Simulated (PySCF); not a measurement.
# Unknown compound

The spectra below were simulated for a compound C$_{7}$H$_{12}$OSi.

$^{1}$H NMR (400 MHz, computed): δ 10.30 (s, 1H), 5.33 (br s, 1H), 5.06 (br s, 1H), 4.03 (s, 3H), 2.39 (m, 1H), 1.94 (s, 3H), 1.68 (m, 1H), 1.15 (m, 1H).

$^{13}$C{$^{1}$H} NMR (computed): δ 207.7 (CH), 152.3 (C), 120.6 (CH2), 43.0 (CH), 27.4 (CH3), 24.9 (CH2), 22.6 (C).

PySCF 2.14 calculation with GIAO PBE0/pcSseg-1 shieldings and GFN2-xTB structure; in vacuum, fast rotation and ring inversion assumed for equivalent nuclei, non-relativistic, a single conformation.

Shifts are taken against calculated references (same method and geometry level): TMS for $^{1}$H, $^{13}$C.

Q: Choose the structure that fits.
A. C=C(C)[C@@H]1C[C@@]1([SiH3])C=O
B. C1=C[Si@]2(CC1)CCOC2
C. C#C[SiH2]OC/C=C/CC
D. C#C[Si@]1(C)C[C@H](CO)C1
E. CCC1=C(CC=O)C[SiH2]1

A: A. 

- The formula gives 3 degrees of unsaturation (1 ring in the answer).
- 7 carbon signals for 7 carbons: no two carbons are equivalent.
- Carbon types of the structure: 2 × C, 2 × CH, 2 × CH2, 1 × CH3, leaving 3 H on heteroatoms.
- δC 207.7: aldehyde carbonyl carbon; the double bond to the heteroatom, with no lone-pair donor beside it, deshields it most.
- δC 152.3: fully substituted alkene carbon; the olefinic region.
- δC 120.6: terminal =CH2 carbon; an sp2 carbon of a C=C bond.
- δC 43.0, 24.9, 22.6: three-membered-ring carbon.
- δH 10.30: hydrogen on an aldehyde carbonyl carbon; the C=O anisotropy and electron withdrawal place aldehyde protons far downfield.

The others: C1=C[Si@]2(CC1)CCOC2 would give 12 signals for carbon-bound and other non-exchanging H, not 8; C#C[Si@]1(C)C[C@H](CO)C1 would give 6 carbon signals, not 7; CCC1=C(CC=O)C[SiH2]1 would give 6 signals for carbon-bound and other non-exchanging H, not 8; C#C[SiH2]OC/C=C/CC would give 7 signals for carbon-bound and other non-exchanging H, not 8.

Shifts are as computed. Against solution values, carbons near 30 ppm lie about +3 ppm off and those near 130 ppm about +5 ppm. Of 1309 compounds with measured shifts, 239 miss one by over three times the rms of a fit or turn the order of signals round; such compounds aren't used in these exercises. No couplings were computed; multiplicities are counted from neighbouring protons, with m where these are inequivalent, close in shift, in a saturated or five-membered ring or joined by F or P, and br s for small geminal =CH2 splittings.
